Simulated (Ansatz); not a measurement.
```xyz
3

Al    0.0000    0.0000    0.0000
B     0.0000    3.9277    3.0138
O     0.0000   -3.5828    2.7492
```

Basis set: pcseg-2 (spherical functions). Charge 0, multiplicity 1.

Computed with Ansatz (development build ahead of 0.2.0); each method stands on the lowest determinant of its kind that the runs found. Restricted functionals stand beside restricted open-shell atoms, which can lie above the unrestricted atoms usual in DFT and then raise those values.

The atomization energy at this shape (free ground-state atoms in the same class of orbitals less the molecule, no zero-point energy) of singlet AlBO:

| method | atomization energy |
| --- | --- |
| ωB97X (restricted) | -328.7 kJ/mol |

Question: What does ωB97X (unrestricted) give?

Answer: 13.2 kJ/mol. Caution: charge can spread falsely over distant fragments; the shape is not the minimum. Caution for ωB97X (unrestricted): the unrestricted determinant is a mixture of spin states. Caution for ωB97X (restricted): an unrestricted determinant lies well below; the molecule lies well above its atoms at this level.
